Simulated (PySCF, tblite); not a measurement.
Isomers of C6H11NOSi. Calculated harmonic vibrations of the isolated species, GFN2-xTB (tblite), most abundant isotopes, no scaling. Against measured fundamentals such values can be off by several per cent, at times by over 20. Modes of hydrogen on silicon can be 10 to 20 % off. One conformer each.

Electronic energies: PBE0/pcSseg-1 single points on the GFN2-xTB geometries (PySCF, gas phase).

```csv
SMILES,"electronic energy, lowest = 0 (kJ/mol)"
[H]/N=C\C[SiH2]O[C@]12C[C@H]1C2,202.2
C1=C[Si@H](NC2CC2)OC1,0.0
[H]/N=C\C=C/C(=O)CC[SiH3],148.7
C=N[C@@H]1C[SiH2]C(=C)CO1,150.6
CC[Si@H]1C(=O)C=C1CN,107.2
CC[SiH2]/C=C(\C#N)OC,139.2
[H]/N=C/[C@H](C(C)=O)[C@@H]1C[SiH2]1,182.4
```

Task: How do GFN2-xTB zero-point energies change the relative energies?

Result: 
| SMILES | ZPE (kJ/mol) | of it from modes above 1550 cm⁻¹ | electronic (kJ/mol) | with ZPE, lowest = 0 (kJ/mol) | lowest mode (cm⁻¹) | rings |
| --- | --- | --- | --- | --- | --- | --- |
| C1=C[Si@H](NC2CC2)OC1 | 418.1 | 207.4 | 0.0 | 0.0 | 33 | 2 |
| CC[Si@H]1C(=O)C=C1CN | 413.6 | 226.3 | 107.2 | 102.8 | 44 | 1 |
| CC[SiH2]/C=C(\C#N)OC | 401.4 | 212.1 | 139.2 | 122.5 | 24 | 0 |
| [H]/N=C\C=C/C(=O)CC[SiH3] | 398.6 | 215.2 | 148.7 | 129.3 | 36 | 0 |
| C=N[C@@H]1C[SiH2]C(=C)CO1 | 405.4 | 207.2 | 150.6 | 137.8 | 49 | 1 |
| [H]/N=C/[C@H](C(C)=O)[C@@H]1C[SiH2]1 | 403.3 | 212.6 | 182.4 | 167.6 | 42 | 1 |
| [H]/N=C\C[SiH2]O[C@]12C[C@H]1C2 | 406.0 | 211.7 | 202.2 | 190.1 | 15 | 2 |

The zero-point energies span 19.5 kJ/mol, from `[H]/N=C\C=C/C(=O)CC[SiH3]` to `C1=C[Si@H](NC2CC2)OC1`. The order is unchanged.

Task: And how do the electronic energies of GFN2-xTB itself compare?

Result: `C1=C[Si@H](NC2CC2)OC1` 0.0; `CC[Si@H]1C(=O)C=C1CN` 282.5; `CC[SiH2]/C=C(\C#N)OC` 236.2; `[H]/N=C\C=C/C(=O)CC[SiH3]` 226.5; `C=N[C@@H]1C[SiH2]C(=C)CO1` 201.7; `[H]/N=C/[C@H](C(C)=O)[C@@H]1C[SiH2]1` 273.2; `[H]/N=C\C[SiH2]O[C@]12C[C@H]1C2` 172.9 kJ/mol, lowest = 0. Against the energies above, taken from the same isomer `C1=C[Si@H](NC2CC2)OC1`, the largest difference is 175.3 kJ/mol.

Task: What do entropy and thermal enthalpy add at 298.15 K and 1 bar (rigid rotor, harmonic oscillator, one conformer each)?

Result: 
| SMILES | point group | symmetry number | S (J/(mol K)) | H − H(0) (kJ/mol) | ZPE + H − H(0) − TS (kJ/mol) |
| --- | --- | --- | --- | --- | --- |
| C1=C[Si@H](NC2CC2)OC1 | C1 | 1 | 417.5 | 28.57 | 322.2 |
| CC[Si@H]1C(=O)C=C1CN | C1 | 1 | 440.3 | 32.35 | 314.7 |
| [H]/N=C\C=C/C(=O)CC[SiH3] | C1 | 1 | 436.3 | 31.41 | 299.9 |
| C=N[C@@H]1C[SiH2]C(=C)CO1 | C1 | 1 | 408.8 | 28.97 | 312.4 |
| [H]/N=C/[C@H](C(C)=O)[C@@H]1C[SiH2]1 | C1 | 1 | 436.2 | 31.74 | 305.0 |

Not tabulated: `CC[SiH2]/C=C(\C#N)OC` (lowest mode only 24 cm⁻¹); `[H]/N=C\C[SiH2]O[C@]12C[C@H]1C2` (lowest mode only 15 cm⁻¹).
